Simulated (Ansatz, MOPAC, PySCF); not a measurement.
Stepwise substitution at one centre (B SH-H). All species are isolated molecules in the gas phase. One relaxed conformer stands for each flexible species; it need not be the lowest. Strings in code marks are SMILES.

Quantity: redistribution energy (mixed species minus the weighted end members), in kJ/mol. Semi-empirical values (MOPAC) are differences of heats of formation.

Level 1: TPSSh-D3(BJ)/def2-TZVP // CAM-B3LYP-D3(BJ)/def2-TZVP (PySCF)
Level 2: B3LYP/3-21G // CAM-B3LYP-D3(BJ)/def2-TZVP (PySCF)
Level 3: HF/cc-pVTZ // CAM-B3LYP-D3(BJ)/def2-TZVP (Ansatz, a first-principles code)
Level 4: PM3 // CAM-B3LYP-D3(BJ)/def2-TZVP (MOPAC)

| species | level 2 | level 3 | level 4 |
|---|---|---|---|
| 2 of 3 SH replaced by H: `BS` (H–B–S–H torsion 0°) | -32.50 | -25.86 | -49.4 |
| 1 of 3 SH replaced by H: `SBS` (H–S–B–S torsion 0°, S–B–S–H torsion 0°) | -30.18 | -23.62 | -46.5 |

**Question.** What does level 1 give for each?

**Answer.** 
- 2 of 3 SH replaced by H: `BS` (H–B–S–H torsion 0°): -29.91
- 1 of 3 SH replaced by H: `SBS` (H–S–B–S torsion 0°, S–B–S–H torsion 0°): -26.30
